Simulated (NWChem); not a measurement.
Molecule: LaBr2F; SMILES [F][La]([Br])[Br]

Program: NWChem. Medium grid unless said otherwise, to which SCAN and Minnesota functionals are sensitive. All runs use the structure optimised with PBE0/def2-SVP. Not confirmed as a minimum by frequencies. def2 effective core potentials on La; no spin-orbit coupling. Total energies of different functionals are on different scales.

```json
[
 {"level": "B3LYP/def2-TZVP", "energy (Ha)": "-5280.1140", "highest occupied level (eV)": "(withheld)", "orbital gap (eV)": "(withheld)", "dipole (D)": "1.07"},
 {"level": "PBE/def2-TZVP", "energy (Ha)": "-5279.1938", "highest occupied level (eV)": "-6.98", "orbital gap (eV)": "3.53", "dipole (D)": "1.07"},
 {"level": "revPBE/def2-TZVP", "energy (Ha)": "-5279.6068", "highest occupied level (eV)": "-6.92", "orbital gap (eV)": "3.57", "dipole (D)": "1.10"},
 {"level": "M06-2X/def2-TZVP", "energy (Ha)": "-5280.0027", "highest occupied level (eV)": "-9.42", "orbital gap (eV)": "7.04", "dipole (D)": "1.04"},
 {"level": "PBE0/def2-TZVP", "energy (Ha)": "-5279.3512", "highest occupied level (eV)": "-8.23", "orbital gap (eV)": "5.46", "dipole (D)": "1.07"},
 {"level": "PW6B95/def2-TZVP", "energy (Ha)": "-5282.3989", "highest occupied level (eV)": "-8.27", "orbital gap (eV)": "5.44", "dipole (D)": "1.03"},
 {"level": "r2SCAN/def2-TZVP", "energy (Ha)": "-5279.9916", "highest occupied level (eV)": "-7.31", "orbital gap (eV)": "4.23", "dipole (D)": "1.17"}
]
```

What belongs in the gaps?


- B3LYP/def2-TZVP, highest occupied level (eV): -7.96
- B3LYP/def2-TZVP, orbital gap (eV): 4.87
